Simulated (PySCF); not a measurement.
A run for PySCF: R-B3LYP/LANL2DZ on ClH3Si (SMILES [SiH3]Cl).

```python
from pyscf import gto, scf, dft, mp
from pyscf.data.elements import chemcore

mol = gto.M(
    atom='''
    Si   -0.26875326   -1.06259892    2.93309322
    Cl    0.00913235    1.00206300    2.91442087
    H    -0.49763626   -1.43414862    4.34462653
    H     0.95831129   -1.70611726    2.43434341
    H    -1.44622390   -1.39032575    2.11496444
    ''',
    basis='lanl2dz',
    ecp={'Cl': 'lanl2dz', 'Si': 'lanl2dz'},
    charge=0, spin=0, verbose=3, max_memory=1800)
mf = dft.RKS(mol, xc='b3lyp')
mf.conv_tol = 1e-8
mf.max_cycle = 100
mf.kernel()
if not mf.converged:
    mf = mf.newton().run(mf.mo_coeff, mf.mo_occ)
```

The log:

```
converged SCF energy = -20.6439528879605
```

Self-consistency was reached.

Cost: very roughly 1.1 core-seconds.
